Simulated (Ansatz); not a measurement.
iminoborane (SMILES B=N) moved off its minimum; all values from Ansatz (an electronic-structure program), cores frozen in correlated methods.
(charge 0, multiplicity 1)
```xyz
4

B     -0.05914     0.03568    -0.67556
N     -0.01841    -0.02075     0.50903
H      0.00249     0.01312    -1.79771
H      0.09590     0.08882     1.45946
```

Question: Give the forces (eV/Å), the total energy and the dipole at CCSD(T)/aug-cc-pVTZ.

Answer: 
| atom | Fx | Fy | Fz |
|---|---|---|---|
| B1 | 0.003 | 0.036 | -4.386 |
| N2 | 0.067 | -0.099 | 4.180 |
| H3 | -0.124 | 0.042 | -1.409 |
| H4 | 0.054 | 0.022 | 1.615 |
Energy -80.6528 hartree, dipole 0.27 D.
